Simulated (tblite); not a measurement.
FIn, triplet, geometry from GFN2-xTB (such geometries of metal compounds can be far from the true shape) (the spin is typed, not shown lowest); GFN1-xTB in tblite.

tblite was given this input:
```
$ tblite run mol.xyz --method gfn1 --charge 0 --spin 2 --etemp 2000 --json tblite.json --no-restart

# file mol.xyz
2

In    -0.00000000    -0.00000000    -0.34490450
F      0.00000000     0.00000000     1.87781337
```

Output, abridged:

```
xTB calculator
 | screened Coulomb repulsion
 | Coulomb electrostatics
 |  * isotropic Klopman-Ohno-Mataga-Nishimoto electrostatics
 |  * onsite third-order electrostatics
 | DFT-D3(BJ) dispersion correction

halogen bonding energy    0.0000000000000E+00 Eh
repulsion energy          2.0948401032215E-04 Eh
dispersion energy        -1.7621202663229E-04 Eh
number of electrons       1.0000000000000E+01 e
integral cutoff           4.0000000000000E+01 bohr

------------------------------------------------------------
  cycle        total energy    energy error   density error
------------------------------------------------------------
      1     -6.374605182136  -6.3746385E+00   6.4543893E-01
      2     -6.410880995454  -3.6275813E-02   3.2394315E-01
      3     -6.419768484180  -8.8874887E-03   2.0133421E-01
      4     -6.422131107493  -2.3626233E-03   1.0596529E-02
      5     -6.422204229034  -7.3121541E-05   5.8870451E-03
      6     -6.422216917416  -1.2688382E-05   1.0711271E-03
      7     -6.422217505835  -5.8841956E-07   2.5163395E-05
      8     -6.422217506122  -2.8619240E-10   5.2493304E-07
------------------------------------------------------------

electronic energy        -6.4222507781054E+00 Eh
total energy             -6.4222175061217E+00 Eh

Post processing:
 | Mayer-Wiberg bond orders

[Info] JSON dump of results written to 'tblite.json'
```
